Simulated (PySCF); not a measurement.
Species: CH₉ClSi₃.
Atom-mapped SMILES: `[SiH3:1][SiH:2]([SiH3:3])[CH2:4][Cl:5]` (hydrogens: H6, H7, H8 on Si1; H9 on Si2; H10, H11, H12 on Si3; H13, H14 on C4)

The same species was optimised twice, with GFN2-xTB and with PBE0-D3(BJ)/def2-SVP (PySCF), and the same property calculations (PySCF, gas phase) were run on both structures.

```
        coordinate  GFN2-xTB  PBE0-D3(BJ)/def2-SVP  change
       Si3–H11 (Å)     1.464                 1.495  +0.031
       Si3–H12 (Å)     1.466                 1.497  +0.031
       Si3–H10 (Å)     1.466                 1.497  +0.031
        Si2–C4 (Å)     1.926                 1.904  -0.022
       Si2–Si3 (Å)     2.328                 2.348  +0.020
        Si2–H9 (Å)     1.478                 1.496  +0.018
       Si1–Si2 (Å)     2.329                 2.346  +0.017
        C4–H13 (Å)     1.088                 1.099  +0.011
        C4–H14 (Å)     1.088                 1.100  +0.012
        C4–Cl5 (Å)     1.788                 1.793  +0.005
   Si1–Si2–Si3 (°)     120.0                 110.1    -9.9
     C4–Si2–H9 (°)     102.2                 108.7    +6.5
   Si2–Si3–H12 (°)     115.1                 111.4    -3.7
   Si2–Si3–H10 (°)     112.3                 109.4    -2.9
   H10–Si3–H12 (°)     105.7                 108.5    +2.8
    Si3–Si2–C4 (°)     106.9                 109.6    +2.7
   H11–Si3–H12 (°)     106.5                 108.9    +2.4
   H10–Si3–H11 (°)     106.5                 108.7    +2.2
Si1–Si2–C4–Cl5 (°)        50                    52      +2
```

Rotational constants: A = 2173, B = 1084, C = 765.8 MHz (GFN2-xTB) against A = 2253, B = 1062, C = 770.1 MHz (PBE0-D3(BJ)/def2-SVP). Point groups within 0.08 Å: C1 and C1. End groups have turned between the structures, so H6, H7, H8 are left out of the comparison.

On the GFN2-xTB structure: lowest singlet, TDDFT (eV) 6.38 [CAM-B3LYP/def2-SVPD]; lowest triplet, Tamm–Dancoff (eV) 5.72 [CAM-B3LYP/def2-SVPD]; isotropic polarisability (au) 114.6 [CAM-B3LYP/def2-SVPD]; HOMO (eV) -9.29 [CAM-B3LYP/def2-SVPD]; LUMO (eV) 0.26 [CAM-B3LYP/def2-SVPD]; dipole (D) 1.56 [CAM-B3LYP/def2-SVPD]; HOMO (eV) -8.00 [PBE0/pcSseg-1]; LUMO (eV) -0.79 [PBE0/pcSseg-1]; dipole (D) 1.60 [PBE0/pcSseg-1]; GIAO shielding of Si1/Si3 (mean) (ppm) 465.3 [PBE0/pcSseg-1]; GIAO shielding of Si2 (ppm) 419.6 [PBE0/pcSseg-1]; GIAO shielding of C4 (ppm) 154.0 [PBE0/pcSseg-1]; GIAO shielding of Cl5 (ppm) 876.6 [PBE0/pcSseg-1].

**Question.** What do these properties become on the PBE0-D3(BJ)/def2-SVP structure?

**Answer.** 
```csv
property,level,on GFN2-xTB,on PBE0-D3(BJ)/def2-SVP,change
"lowest singlet, TDDFT (eV)",CAM-B3LYP/def2-SVPD,6.38,6.36,-0.02
"lowest triplet, Tamm–Dancoff (eV)",CAM-B3LYP/def2-SVPD,5.72,5.71,-0.01
isotropic polarisability (au),CAM-B3LYP/def2-SVPD,114.6,116.8,+2.2
HOMO (eV),CAM-B3LYP/def2-SVPD,-9.29,-9.17,+0.12
LUMO (eV),CAM-B3LYP/def2-SVPD,0.26,0.41,+0.15
dipole (D),CAM-B3LYP/def2-SVPD,1.56,1.57,+0.01
"energy, GFN2-xTB geometry as zero (kcal/mol)",CAM-B3LYP/def2-SVPD,0.0,-2.9,-2.9
HOMO (eV),PBE0/pcSseg-1,-8.00,-7.97,+0.03
LUMO (eV),PBE0/pcSseg-1,-0.79,-0.59,+0.20
dipole (D),PBE0/pcSseg-1,1.60,1.60,0.00
"energy, GFN2-xTB geometry as zero (kcal/mol)",PBE0/pcSseg-1,0.0,-3.0,-3.0
GIAO shielding of Si1/Si3 (mean) (ppm),PBE0/pcSseg-1,465.3,458.2,-7.1
GIAO shielding of Si2 (ppm),PBE0/pcSseg-1,419.6,416.6,-3.0
GIAO shielding of C4 (ppm),PBE0/pcSseg-1,154.0,153.1,-0.9
GIAO shielding of Cl5 (ppm),PBE0/pcSseg-1,876.6,873.6,-3.0
```

The heavy atoms differ by 0.096 Å rms after alignment. Among the bonds compared Si3–H10, Si3–H11 and Si3–H12 change most and about equally (+0.031 Å). Changes are differences of the printed values. Neither structure is proved a minimum here.

The values belong to the conformer `[SiH3:1][SiH:2]([SiH3:3])[CH2:4][Cl:5]`: Si1–Si2–C4–Cl5 52°.
